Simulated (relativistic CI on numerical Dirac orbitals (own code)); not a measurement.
# Line list: Electric-dipole lines, Re⁴⁷⁺

Computed by Dirac-Coulomb-Breit CI, KLI orbitals optimised for each configuration, model QED, unscaled Slater integrals (own radial code, finite nucleus).

Configuration list (outside the closed core [Ne]): 3s2 3p6 3d10, 3s2 3p6 3d9 4s, 3s2 3p6 3d9 4p, 3s2 3p6 3d9 4d, 3s2 3p5 3d10 4s, 3s2 3p6 3d9 4f, 3s2 3p5 3d10 4p, 3s2 3p6 3d8 4s2, 3s2 3p5 3d10 4d, 3s2 3p6 3d8 4s 4p, 3s 3p6 3d10 4s, 3s2 3p6 3d9 5s, 3s2 3p5 3d10 4f, 3s2 3p6 3d8 4p2, 3s2 3p6 3d8 4s 4d, 3s2 3p6 3d9 5p. Levels of other configurations are missing.

| λ vac (Å) | Lower | Upper | A (s⁻¹) | gf | Branching (%) |
| --- | --- | --- | --- | --- | --- |
| 5.0161 | 3s2 3p6 3d10 1S_0 [1] | 3s2 3p5 3d10 4d 1P°_1 [72] | 1.07e+14 | 1.21e+00 | 97.9 |
| 5.4770 | 3s2 3p6 3d10 1S_0 [1] | 3s2 3p6 3d9 4f 1P°_1 [59] | 4.57e+14 | 6.16e+00 | 99.9 |
| 5.6612 | 3s2 3p6 3d10 1S_0 [1] | 3s2 3p6 3d9 4f 3D°_1 [51] | 1.40e+14 | 2.02e+00 | 99.8 |
| 26.675 | 3s2 3p6 3d9 4p 3F°_4 [10] | 3s2 3p5 3d10 4p 3D_3 [61] | 1.67e+12 | 1.25e+00 | 65.0 |
| 26.676 | 3s2 3p6 3d9 4s 3D_3 [2] | 3s2 3p5 3d10 4s 3P°_2 [35] | 1.92e+12 | 1.02e+00 | 86.7 |
| 46.811 | 3s2 3p6 3d9 4p 3F°_3 [7] | 3s2 3p6 3d9 4d 3F_3 [21] | 5.10e+11 | 1.17e+00 | 54.3 |
| 47.032 | 3s2 3p6 3d9 4p 3P°_2 [6] | 3s2 3p6 3d9 4d 3D_2 [20] | 6.96e+11 | 1.15e+00 | 77.4 |
| 47.408 | 3s2 3p6 3d9 4p 3F°_2 [8] | 3s2 3p6 3d9 4d 3G_3 [29] | 8.71e+11 | 2.05e+00 | 96.0 |
| 47.511 | 3s2 3p6 3d9 4p 3F°_3 [7] | 3s2 3p6 3d9 4d 3G_4 [19] | 8.68e+11 | 2.64e+00 | 96.3 |
| 57.744 | 3s2 3p6 3d9 4s 3D_3 [2] | 3s2 3p6 3d9 4p 3D°_3 [13] | 2.92e+11 | 1.02e+00 | 57.6 |
| 58.265 | 3s2 3p6 3d9 4s 1D_2 [3] | 3s2 3p6 3d9 4p 3D°_3 [13] | 2.15e+11 | 7.67e-01 | 42.4 |
| 58.847 | 3s2 3p6 3d9 4s 1D_2 [3] | 3s2 3p6 3d9 4p 1P°_1 [12] | 4.64e+11 | 7.23e-01 | 3.4 |
| 59.124 | 3s2 3p6 3d9 4s 3D_2 [5] | 3s2 3p6 3d9 4p 3F°_3 [16] | 4.81e+11 | 1.76e+00 | 99.9 |
| 59.172 | 3s2 3p6 3d9 4s 1D_2 [3] | 3s2 3p6 3d9 4p 1D°_2 [11] | 3.85e+11 | 1.01e+00 | 81.4 |
| 59.203 | 3s2 3p6 3d9 4s 3D_3 [2] | 3s2 3p6 3d9 4p 3F°_4 [10] | 4.77e+11 | 2.26e+00 | 100.0 |
| 68.006 | 3s2 3p6 3d9 4d 3G_4 [19] | 3s2 3p6 3d9 4f 3H°_5 [40] | 2.69e+11 | 2.05e+00 | 95.9 |
| 70.976 | 3s2 3p6 3d9 4p 3D°_3 [13] | 3s2 3p6 3d9 4d 3F_4 [26] | 2.42e+11 | 1.64e+00 | 71.3 |
| 71.219 | 3s2 3p6 3d9 4p 3F°_3 [16] | 3s2 3p6 3d9 4d 3G_4 [32] | 3.24e+11 | 2.22e+00 | 99.8 |
| 71.285 | 3s2 3p6 3d9 4p 3F°_4 [10] | 3s2 3p6 3d9 4d 3G_5 [23] | 3.20e+11 | 2.69e+00 | 99.9 |
| 75.300 | 3s2 3p6 3d9 4d 3G_5 [23] | 3s2 3p6 3d9 4f 3H°_6 [43] | 2.12e+11 | 2.34e+00 | 100.0 |

Terms are leading LS components. Brackets give the number of a level in order of energy, since labels repeat. The list gives strong lines, with weight on those to low levels, without lines whose two gauges differ by over a factor of 2.5, among the lowest 200 of 455 levels, so that lines to higher ones, which can be the strongest, are missing. Levels whose partners in the same complex of configurations lie outside the list can be far off, and so can their lines. Rates are taken at the computed energies, electric ones in the length gauge.

At this charge energies of transitions that change n are usually good to better than 1 %, and those within a shell (Δn = 0) to a few per cent.

Question: From the table, what is the radiative lifetime of 3s2 3p6 3d9 4p 3D°_3?

Answer: The listed rates from this level add up to about 5.08e+11 s⁻¹, 100 % of its decay; with all channels τ = 1.97e-12 s.

LS names give the leading component of a level, which can be under half, so a name can repeat, a term be missing and a line seem to break the LS rules.
